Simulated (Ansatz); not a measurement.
Geometry optimisation, RKS B3LYP-D4/def2-SVP (Ansatz 0.2.0).

Input file:

```yaml
crystal:
  periodic: [false, false, false]
  atoms:
    - { symbol: "N", position_ang: [-2.2829, -0.1606, 1.2566] }
    - { symbol: Al, position_ang: [-0.7773, 0.5015, 0.3287] }
    - { symbol: "N", position_ang: [0.851, 1.5213, 0.287] }
    - { symbol: C, position_ang: [1.0625, 0.2003, -0.3228] }
    - { symbol: O, position_ang: [1.2328, 0.2556, -1.7133] }
    - { symbol: S, position_ang: [2.0947, -0.8915, 0.6132] }
    - { symbol: H, position_ang: [-3.114, 0.0502, 0.6095] }
    - { symbol: H, position_ang: [-2.1897, -1.133, 1.338] }
    - { symbol: H, position_ang: [0.7462, 2.2629, -0.3961] }
    - { symbol: H, position_ang: [0.9179, -0.6005, -2.0411] }
    - { symbol: H, position_ang: [1.5242, -2.0632, 0.0609] }
basis:
  gaussian: { orbitals: def2-SVP }
hamiltonian:
  xc: b3lyp
  dispersion: d4
relax:
  f_tol: 0.015
  max_steps: 40
```

Launched with:

```bash
$ ansatz run input.yaml --threads 2 --pin off --max-ram 3072MiB --backend cpu --events-out ev --progress --plain --runs-dir out
```

Task: Where does it end, and by what steps?

Result: It converged. After 28 steps the energy has fallen by 1.806 eV; H7 moved furthest, 1.09 Å.

```json
{"step": "0", "energy less start (eV)": "0.0000", "largest force component (eV/Å)": "3.663", "accepted": "yes"}
{"step": "1", "energy less start (eV)": "-0.7753", "largest force component (eV/Å)": "1.911", "accepted": "yes"}
{"step": "2", "energy less start (eV)": "-1.1240", "largest force component (eV/Å)": "1.414", "accepted": "yes"}
{"step": "3", "energy less start (eV)": "-1.3010", "largest force component (eV/Å)": "1.427", "accepted": "yes"}
{"step": "4", "energy less start (eV)": "-1.4296", "largest force component (eV/Å)": "1.830", "accepted": "yes"}
{"step": "5", "energy less start (eV)": "-1.6441", "largest force component (eV/Å)": "0.406", "accepted": "yes"}
{"step": "6", "energy less start (eV)": "-1.6335", "largest force component (eV/Å)": "0.778", "accepted": "no"}
{"step": "7", "energy less start (eV)": "-1.6762", "largest force component (eV/Å)": "0.140", "accepted": "yes"}
{"step": "8", "energy less start (eV)": "-1.6892", "largest force component (eV/Å)": "0.149", "accepted": "yes"}
{"step": "9", "energy less start (eV)": "-1.6996", "largest force component (eV/Å)": "0.212", "accepted": "yes"}
{"step": "10", "energy less start (eV)": "-1.7037", "largest force component (eV/Å)": "0.264", "accepted": "yes"}
{"step": "11", "energy less start (eV)": "-1.7040", "largest force component (eV/Å)": "0.455", "accepted": "yes"}
{"step": "12", "energy less start (eV)": "-1.7091", "largest force component (eV/Å)": "0.084", "accepted": "yes"}
{"step": "13", "energy less start (eV)": "-1.7125", "largest force component (eV/Å)": "0.166", "accepted": "yes"}
{"step": "14", "energy less start (eV)": "-1.6746", "largest force component (eV/Å)": "2.039", "accepted": "no"}
{"step": "15", "energy less start (eV)": "-1.7206", "largest force component (eV/Å)": "0.438", "accepted": "yes"}
{"step": "16", "energy less start (eV)": "-1.7428", "largest force component (eV/Å)": "0.386", "accepted": "yes"}
{"step": "17", "energy less start (eV)": "-1.7548", "largest force component (eV/Å)": "0.626", "accepted": "yes"}
{"step": "18", "energy less start (eV)": "-1.7352", "largest force component (eV/Å)": "1.943", "accepted": "no"}
{"step": "19", "energy less start (eV)": "-1.7851", "largest force component (eV/Å)": "0.430", "accepted": "yes"}
{"step": "20", "energy less start (eV)": "-1.7899", "largest force component (eV/Å)": "0.516", "accepted": "yes"}
{"step": "21", "energy less start (eV)": "-1.8029", "largest force component (eV/Å)": "0.082", "accepted": "yes"}
{"step": "22", "energy less start (eV)": "-1.8025", "largest force component (eV/Å)": "0.265", "accepted": "no"}
{"step": "23", "energy less start (eV)": "-1.8046", "largest force component (eV/Å)": "0.049", "accepted": "yes"}
{"step": "24", "energy less start (eV)": "-1.8038", "largest force component (eV/Å)": "0.124", "accepted": "no"}
{"step": "25", "energy less start (eV)": "-1.8054", "largest force component (eV/Å)": "0.019", "accepted": "yes"}
{"step": "26", "energy less start (eV)": "-1.8055", "largest force component (eV/Å)": "0.031", "accepted": "yes"}
{"step": "27", "energy less start (eV)": "-1.8059", "largest force component (eV/Å)": "0.022", "accepted": "yes"}
{"step": "28", "energy less start (eV)": "-1.8059", "largest force component (eV/Å)": "0.008", "accepted": "yes"}
```

```xyz
11
Properties=species:S:1:pos:R:3
N -2.547 -0.056 1.085
Al -0.948 0.110 0.368
N 0.367 1.196 -0.028
C 0.785 -0.152 -0.442
O 0.949 -0.384 -1.806
S 2.321 -0.640 0.486
H -3.091 0.703 1.483
H -3.060 -0.929 1.153
H 0.994 1.991 -0.131
H 1.823 -0.037 -2.061
H 2.471 -1.858 -0.087
```

Run time: 3 min on 2 threads of Intel(R) Xeon(R) Platinum 8259CL CPU @ 2.50GHz (Skylake/Cascade Lake), on a shared host, peak memory 0.31 GiB.
